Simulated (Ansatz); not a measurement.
Species: C4H8O, SMILES `CC(C)C=O` (C–C–C–O torsion 119°) (charge 0, multiplicity 1).

Q: Give a relaxed geometry from B3LYP-D3(BJ)/def2-TZVP (Ansatz, a program for electronic structure).

A: One answer among several that fit: the end point of this relaxation, one of several conformers (outside a Z-matrix the atoms follow the SMILES, hydrogens last).
Bonded distances (Å): C1–C2 1.533, C1–H6 1.093, C1–H7 1.091, C1–H8 1.091, C2–C3 1.533, C2–C4 1.509, C2–H9 1.092, C3–H10 1.091, C3–H11 1.093, C3–H12 1.091, C4–O5 1.203, C4–H13 1.115. Bond angles (°): C2–C1–H6 111.0, C2–C1–H7 110.2, C2–C1–H8 111.4, H6–C1–H7 107.7, H6–C1–H8 108.2, H7–C1–H8 108.2, C1–C2–C3 111.4, C1–C2–C4 109.3, C1–C2–H9 109.9, C3–C2–C4 109.2, C3–C2–H9 109.9, C4–C2–H9 107.1, C2–C3–H10 110.2, C2–C3–H11 111.0, C2–C3–H12 111.4, H10–C3–H11 107.7, H10–C3–H12 108.2, H11–C3–H12 108.2, C2–C4–O5 125.5, C2–C4–H13 114.1, O5–C4–H13 120.4.
